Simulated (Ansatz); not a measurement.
Isolated molecules relaxed with PBE0-D4/def2-TZVP in Ansatz; ΔE leaves out vibrations. CCSD(T)/CBS is the MP2 limit (def2-TZVPP, def2-QZVPP) plus CCSD(T) − MP2 in def2-TZVPP, frozen cores. This one scheme is used for every species, atoms too. DFT in def2-TZVPP. B3LYP here is the variant with VWN-RPA as its local correlation; programs differ in this. HSE06 is defined as in plane-wave codes. Open shells (•) are unrestricted, without spin–orbit coupling. Spin–orbit coupling would lower the free atoms: a little for Si; clearly for Ge. For Ge outer-core shells are correlated without core-valence functions, so the limit isn't a true one: a few kJ/mol of doubt a bond, and 10 to 20 or more in all where bonds break to atoms. Scalar relativity is left out up to krypton.

Reaction (atomization): `[SiH3][Ge]([SiH3])([SiH3])[SiH3]` → Ge• + 12 H• + 4 Si•

```tsv
level	ΔE (kcal/mol)	difference from CCSD(T)/CBS
LDA (SPW92)	1271.9	104.2
PBE-D4	1143.1	-24.6
revPBE-D4	1130.3	-37.4
BLYP-D4	1142.4	-25.3
B97M-V	1170.1	2.4
PBE0-D4	1146.8	-20.9
B3LYP-D4	1160.7	-7.0
r2SCANh-D4	1161.4	-6.3
r2SCAN0-D4	1159.2	-8.5
HSE06-D4	1147.0	-20.7
BHLYP-D4	1156.8	-10.9
CAM-B3LYP-D4	1162.8	-4.9
ωB97X-V	1175.6	7.9
ωB97M-V	1159.5	-8.2
B2PLYP	1141.4	-26.3
PBE-QIDH	1147.6	-20.1
PBE	1131.3	-36.4
revPBE	1102.7	-65.0
BLYP	1118.2	-49.5
r2SCAN	1160.1	-7.6
PBE0	1136.4	-31.3
B3LYP	1141.6	-26.1
r2SCANh	1158.0	-9.7
r2SCAN0	1155.4	-12.3
BHLYP	1139.4	-28.3
CAM-B3LYP	1151.7	-16.0
LC-ωPBE	1141.4	-26.3
HF/def2-SVP	879.2	-288.5
MP2/def2-SVP	1070.0	-97.7
CCSD/def2-SVP	1078.5	-89.2
HF/def2-TZVPP	888.2	-279.5
SCS-MP2/def2-TZVPP	1139.3	-28.4
CCSD/def2-TZVPP	1130.7	-37.0
CCSD(T)/def2-TZVPP	1140.5	-27.2
HF/def2-QZVPP	889.1	-278.6
MP2/def2-QZVPP	1139.1	-28.6
SCS-MP2/def2-QZVPP	1157.6	-10.1
HF/CBS(def2)	889.3	-278.4
MP2/CBS(def2)	1150.4	-17.3
CCSD/CBS(def2)	1157.8	-9.9
CCSD(T)/CBS	1167.7	0
```

Largest T1 diagnostic among the species: 0.012.

At CCSD(T), def2-SVP lies −80.9 kcal/mol from the extrapolated value and def2-TZVPP −27.2 kcal/mol: correlation converges slowly with the basis, and small sets miss more of it in the bonded molecule than in its fragments. Leaving LDA and LC-ωPBE aside and taking each functional with its dispersion term where it has one, the values spread over 45.2 kcal/mol, from revPBE-D4 to ωB97X-V. LDA lies +140.6 kcal/mol from PBE without D4, its usual overbinding. From r2SCAN to r2SCAN0 (25 % exact exchange), in def2-TZVPP and without D4, ΔE moves by −4.8 kcal/mol: exact exchange takes away binding that semilocal exchange gives to molecules.

For atomizations the MP2-based limit and the directly extrapolated one differ by several kJ/mol either way, and by 10 to 25 for some Ge, Se and Sn compounds, so smaller differences from it don't rank the levels.
